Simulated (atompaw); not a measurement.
## Zn (Z = 30): one change to a PAW (atompaw) potential, before and after

zinc, PAW, made with atompaw 4.2.0.5 (PBEsol, scalar-relativistic). Core [Ar], reference 3d10 4s2 4p0. Waves: 4s (bound): rc 2.15 bohr; 4s channel at 0.5 Ry: rc 3.00 bohr; 4p (bound, empty): rc 3.00 bohr; 4p channel at 2.1 Ry: rc 3.00 bohr; 3d (bound): rc 1.55 bohr; 3d channel at -0.05 Ry: rc 1.55 bohr. Local part: bessel scheme, radius 2.35 bohr. Core correction: smooth core density matched at 2.90 bohr. Augmentation charge: sinc compensation charge, radius 2.95 bohr; PAW radius 3.00 bohr; waves and projectors: custom polynom gramschmidtortho.

Change: wave 3d (bound): rc 1.55 bohr becomes 3d (bound): rc 1.52 bohr.

Cutoffs: the cutoffs (Ry, on a coarse ladder) from which the occupation-weighted sum of valence levels, in a spherical-Bessel basis at the reference potential, stays within 10 and 1 mRy of its value at 400 Ry; they do not see the model core or the augmentation charge, which bear on the density cutoff.

Problem. What does the change do?

Solution. The potential gets harder (60 Ry and 100 Ry → 70 Ry and 110 Ry); neither file shows a bound ghost.

```tsv
quantity	base	changed
cutoff, loose	60 Ry	70 Ry
cutoff, tight	100 Ry	110 Ry
loose cutoff by channel (10 mRy a level)	s 6 Ry, d 35 Ry	s 6 Ry, d 40 Ry
bound ghosts	none	none
s: phases at 3.02 bohr within 0.05 rad from the reference energy up to (Ry; the scan ends near 5)	to the end of the scan	to the end of the scan
p: phases at 3.02 bohr within 0.05 rad from the reference energy up to (Ry; the scan ends near 5)	to the end of the scan	to the end of the scan
d: phases at 3.02 bohr within 0.05 rad from the reference energy up to (Ry; the scan ends near 5)	4.0	4.0
lowest overlap eigenvalue by channel	s 0.03, p 0.79, d 0.99	s 0.03, p 0.79, d 0.98
```

 The cutoffs see the waves, projectors and local potential, not the compensation charge or the core.
